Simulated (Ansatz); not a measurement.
Ansatz (a first-principles code) input (B3LYP-D3(BJ)/def2-TZVP):

Ansatz 0.2 input:
```yaml
crystal:
  periodic: [false, false, false]
  atoms:
    - {symbol: Si, position_ang: [-0.00000000, -0.00000000, -1.51599915]}
    - {symbol: Br, position_ang: [0.00000000, 0.00000000, 0.60639966]}
basis:
  gaussian:
    orbitals: def2-TZVP
hamiltonian:
  xc: b3lyp
  dispersion: d3bj
total_charge: 1
phonons: {temperatures: {t_min: 298.15, t_max: 298.15, t_step: 100}}
```

Output:

```
Functional definition: B3LYP
integrals: 0.02 GiB planned
674 factors; their error is unknown
mean field: 0.22 GiB planned
mean field evaluation 1: about -77913.6353 eV, gradient 3.2e1 eV
mean field evaluation 2: about -77891.2175 eV, gradient 9.2e1 eV
mean field evaluation 4: about -77916.7376 eV, gradient 5.4e0 eV
mean field evaluation 8: about -77916.8271 eV, gradient 1.6e-2 eV
mean field evaluation 16: about -77917.1978 eV, gradient 1.4e-5 eV
mean field -77917.19782614 eV, -2863.4042059369 hartree, gradient 1.4e-5 eV, S^2 0.000000; 0 other end points of the search recorded, 0 dependent functions left out
the calculation of the forces begins
reference -77917.19800508 eV, -2863.4042125129 hartree; 24, 24 occupied and 61, 61 virtual orbitals, 674 factors
these checks for a lower state are left out or cut short: stability, starts, cluster_reference, orbital_swaps, neighbouring_geometries, increment
integrals: 0.02 GiB planned
674 factors; their error is unknown
mean field: 0.22 GiB planned
mean field -77917.19782614 eV, -2863.4042059372 hartree, gradient 1.9e-6 eV, S^2 0.000000; 0 other end points of the search recorded, 0 dependent functions left out
the calculation of the forces begins
reference -77917.19800509 eV, -2863.4042125132 hartree; 24, 24 occupied and 61, 61 virtual orbitals, 674 factors
these checks for a lower state are left out or cut short: stability, starts, cluster_reference, orbital_swaps, neighbouring_geometries, increment
integrals: 0.02 GiB planned
674 factors; their error is unknown
mean field: 0.22 GiB planned
mean field evaluation 32: about -77917.1978 eV, gradient 1.9e-6 eV
mean field -77917.19782614 eV, -2863.4042059372 hartree, gradient 1.9e-6 eV, S^2 0.000000; 0 other end points of the search recorded, 0 dependent functions left out
the calculation of the forces begins
reference -77917.19800509 eV, -2863.4042125132 hartree; 24, 24 occupied and 61, 61 virtual orbitals, 674 factors
these checks for a lower state are left out or cut short: stability, starts, cluster_reference, orbital_swaps, neighbouring_geometries, increment
integrals: 0.02 GiB planned
674 factors; their error is unknown
mean field: 0.22 GiB planned
mean field -77917.19782614 eV, -2863.4042059372 hartree, gradient 1.9e-6 eV, S^2 0.000000; 0 other end points of the search recorded, 0 dependent functions left out
the calculation of the forces begins
reference -77917.19800509 eV, -2863.4042125132 hartree; 24, 24 occupied and 61, 61 virtual orbitals, 674 factors
these checks for a lower state are left out or cut short: stability, starts, cluster_reference, orbital_swaps, neighbouring_geometries, increment
integrals: 0.02 GiB planned
674 factors; their error is unknown
mean field: 0.22 GiB planned
mean field -77917.19782614 eV, -2863.4042059372 hartree, gradient 1.9e-6 eV, S^2 0.000000; 0 other end points of the search recorded, 0 dependent functions left out
the calculation of the forces begins
reference -77917.19800509 eV, -2863.4042125132 hartree; 24, 24 occupied and 61, 61 virtual orbitals, 674 factors
these checks for a lower state are left out or cut short: stability, starts, cluster_reference, orbital_swaps, neighbouring_geometries, increment
integrals: 0.02 GiB planned
674 factors; their error is unknown
mean field: 0.22 GiB planned
mean field -77917.19775094 eV, -2863.4042031733 hartree, gradient 1.9e-6 eV, S^2 0.000000; 0 other end points of the search recorded, 0 dependent functions left out
the calculation of the forces begins
reference -77917.19792983 eV, -2863.4042097475 hartree; 24, 24 occupied and 61, 61 virtual orbitals, 674 factors
these checks for a lower state are left out or cut short: stability, starts, cluster_reference, orbital_swaps, neighbouring_geometries, increment
integrals: 0.02 GiB planned
674 factors; their error is unknown
mean field: 0.22 GiB planned
mean field evaluation 64: about -77917.1978 eV, gradient 1.9e-6 eV
mean field -77917.19777458 eV, -2863.4042040423 hartree, gradient 1.9e-6 eV, S^2 0.000000; 0 other end points of the search recorded, 0 dependent functions left out
the calculation of the forces begins
reference -77917.19795357 eV, -2863.4042106201 hartree; 24, 24 occupied and 61, 61 virtual orbitals, 674 factors
these checks for a lower state are left out or cut short: stability, starts, cluster_reference, orbital_swaps, neighbouring_geometries, increment
integrals: 0.02 GiB planned
674 factors; their error is unknown
mean field: 0.22 GiB planned
mean field -77917.19782614 eV, -2863.4042059372 hartree, gradient 1.9e-6 eV, S^2 0.000000; 0 other end points of the search recorded, 0 dependent functions left out
the calculation of the forces begins
reference -77917.19800509 eV, -2863.4042125132 hartree; 24, 24 occupied and 61, 61 virtual orbitals, 674 factors
these checks for a lower state are left out or cut short: stability, starts, cluster_reference, orbital_swaps, neighbouring_geometries, increment
integrals: 0.02 GiB planned
674 factors; their error is unknown
mean field: 0.22 GiB planned
mean field -77917.19782614 eV, -2863.4042059372 hartree, gradient 1.9e-6 eV, S^2 0.000000; 0 other end points of the search recorded, 0 dependent functions left out
the calculation of the forces begins
reference -77917.19800509 eV, -2863.4042125132 hartree; 24, 24 occupied and 61, 61 virtual orbitals, 674 factors
these checks for a lower state are left out or cut short: stability, starts, cluster_reference, orbital_swaps, neighbouring_geometries, increment
integrals: 0.02 GiB planned
674 factors; their error is unknown
mean field: 0.22 GiB planned
mean field -77917.19782614 eV, -2863.4042059372 hartree, gradient 1.9e-6 eV, S^2 0.000000; 0 other end points of the search recorded, 0 dependent functions left out
the calculation of the forces begins
reference -77917.19800509 eV, -2863.4042125132 hartree; 24, 24 occupied and 61, 61 virtual orbitals, 674 factors
these checks for a lower state are left out or cut short: stability, starts, cluster_reference, orbital_swaps, neighbouring_geometries, increment
integrals: 0.02 GiB planned
674 factors; their error is unknown
mean field: 0.22 GiB planned
mean field evaluation 96: about -77917.1978 eV, gradient 1.9e-6 eV
mean field -77917.19782614 eV, -2863.4042059372 hartree, gradient 1.9e-6 eV, S^2 0.000000; 0 other end points of the search recorded, 0 dependent functions left out
the calculation of the forces begins
reference -77917.19800509 eV, -2863.4042125132 hartree; 24, 24 occupied and 61, 61 virtual orbitals, 674 factors
these checks for a lower state are left out or cut short: stability, starts, cluster_reference, orbital_swaps, neighbouring_geometries, increment
integrals: 0.02 GiB planned
674 factors; their error is unknown
mean field: 0.22 GiB planned
mean field -77917.19777458 eV, -2863.4042040423 hartree, gradient 1.9e-6 eV, S^2 0.000000; 0 other end points of the search recorded, 0 dependent functions left out
the calculation of the forces begins
reference -77917.19795357 eV, -2863.4042106201 hartree; 24, 24 occupied and 61, 61 virtual orbitals, 674 factors
these checks for a lower state are left out or cut short: stability, starts, cluster_reference, orbital_swaps, neighbouring_geometries, increment
integrals: 0.02 GiB planned
674 factors; their error is unknown
mean field: 0.22 GiB planned
mean field -77917.19775094 eV, -2863.4042031733 hartree, gradient 1.9e-6 eV, S^2 0.000000; 0 other end points of the search recorded, 0 dependent functions left out
the calculation of the forces begins
reference -77917.19792983 eV, -2863.4042097475 hartree; 24, 24 occupied and 61, 61 virtual orbitals, 674 factors
Total energy: -77917.28619469 eV, -2863.4074534213 hartree
Atom 0 at    -0.000000    -0.000000    -1.515999 Å, force    -0.000000    -0.000000    -0.001905 eV/Å
Atom 1 at     0.000000     0.000000     0.606400 Å, force     0.000000     0.000000     0.001905 eV/Å
Dipole moment:    -0.000000     0.000000    -0.940127 e Å
Vibrations: 514.97 cm⁻¹, zero-point energy 0.031924 eV
```
